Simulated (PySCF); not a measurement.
C2H8BClSi, SMILES CB(C)[SiH2]Cl.

Geometry optimised at PBE0-D3(BJ)/def2-SVP. The structure was generated by enumeration, and PubChem lists no compound with its InChIKey, so it may never have been made. One conformer was computed; it need not be the lowest.

Two levels are set side by side: TDA-PBE/def2-SVPD (PySCF) and TDA-ωB97X/def2-SVPD (PySCF). Vertical, same geometry. The lowest singlet is HOMO→LUMO 98 % with PBE and HOMO→LUMO 92 % with the other functional; states are paired by order. Differences are taken from unrounded values.

```csv
quantity,TDA-ωB97X
lowest singlet excitation (eV),4.91
lowest triplet excitation (TDA) (eV),4.09
```

**Question.** What does TDA-PBE give, and how far is it from TDA-ωB97X? (Estimate from the structure and the level; the computed values follow.)

**Answer.** 
```csv
quantity,TDA-PBE,TDA-PBE minus TDA-ωB97X
lowest singlet excitation (eV),4.23,-0.68
lowest triplet excitation (TDA) (eV),3.49,-0.59
```

A lower first singlet is the usual sign of a functional without exact exchange. Differences between two approximate levels are no errors against the true value.

Rough cost on one machine, each run with all the roots and properties that it gave: TDA-ωB97X against TDA-PBE about 5 times.
